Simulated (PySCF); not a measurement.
Compound: C8H8O (charge +1 and doublet state).
Cartesian coordinates in Å at the GFN2-xTB level; atoms count from 1:
```
atom  x, y, z in Å
C1     2.3937    2.2570   -0.0559
C2     1.5786    1.3641   -0.0333
C3     0.6600    0.3212   -0.0115
C4    -0.7151    0.4518   -0.0545
C5    -1.4705    1.7078   -0.0776
O6    -2.6199    1.8218    0.2276
C7    -1.3838   -0.8602   -0.0481
C8    -0.2691   -1.8947    0.0839
C9     1.0432   -1.1058    0.1044
H10    3.0999    3.0391   -0.0712
H11   -0.8696    2.5639   -0.4489
H12   -2.1238   -0.8770    0.7665
H13   -1.9999   -1.0199   -0.9429
H14   -0.3986   -2.4687    1.0047
H15   -0.2821   -2.6234   -0.7282
H16    1.6436   -1.2916    1.0021
H17    1.7063   -1.3735   -0.7270
```

The hyperfine couplings belong to this conformer and change with its torsions.

The species is `[CH+]=[C]C1=C(C=O)CCC1` [radical] (charge +1).

The calculation used PySCF, UKS B3LYP, pcH-1 on C H O, non-relativistic, mean-field spin-orbit, GIAO. Isolated species at its GFN2-xTB geometry (one conformer only). A GFN2-xTB geometry isn't a minimum of the functional, and hyperfine couplings can be far from their values at a DFT geometry, by a factor of two or more for some ions and for spin on atoms past the first row. The frame is twisted about the C4–C5 bond at this geometry (dihedral C7–C4–C5–O6 = 19°); couplings at other torsion angles weren't computed. The SCF solution wasn't tested for stability.

(1) Match the computed a_iso(1H) values +125.9, +69.9, +61.8, -22.4, +18.2 MHz (means over equivalent nuclei) with the sites H10; H11; H12/H13; H14/H15; H16/H17.

Results:

(1) 
| site | a_iso (MHz) | ρ(0) (bohr⁻³) | position | distance from C4 (Å) | bound to | spin population there | largest \|T\| (MHz) |
| --- | --- | --- | --- | --- | --- | --- | --- |
| H10 | -22.4 | -0.0050 | 1 bond from C1 | 4.61 | C1 | +0.27 | 12.9 |
| H11 | +61.8 | +0.0138 | 2 bonds from C4 | 2.15 | C5 | -0.07 | 4.5 |
| H12/H13 | +125.9 | +0.0282 | 2 bonds from C4 | 2.12 | C7 | -0.01 | 8.1 |
| H14/H15 | +18.2 | +0.0041 | 3 bonds from C4 | 3.15 | C8 | +0.01 | 3.5 |
| H16/H17 | +69.9 | +0.0156 | 3 bonds from C4 | 3.11 | C9 | -0.01 | 4.9 |

ρ(0) is the spin density at the nucleus and T the dipolar tensor; entries for several nuclei are means. The Mulliken spin populations are largest on C4 (+0.37), C1 (+0.27), O6 (+0.16) and C3 (+0.15). Main spin sites, with 60 % or more of the largest population: C1, C4; positions count bonds from the nearest.

Examples of negative spin density at the nucleus (bohr⁻³): C5 (-0.0224), C2 (-0.0180) and C7 (-0.0150).

Class means assume fast exchange of nuclei equivalent by connectivity; if that motion is slow, each nucleus keeps its own coupling. The 1H value of +69.9 MHz is a mean of couplings from 59.1 to 80.6 MHz in this one geometry, not an average over conformers. The 1H value of +18.2 MHz is a mean of couplings from 10.8 to 25.6 MHz in this one geometry, not an average over conformers.

C2, the radical centre as drawn in `[CH+]=[C]C1=C(C=O)CCC1`, holds a spin population of -0.03 out of 1.
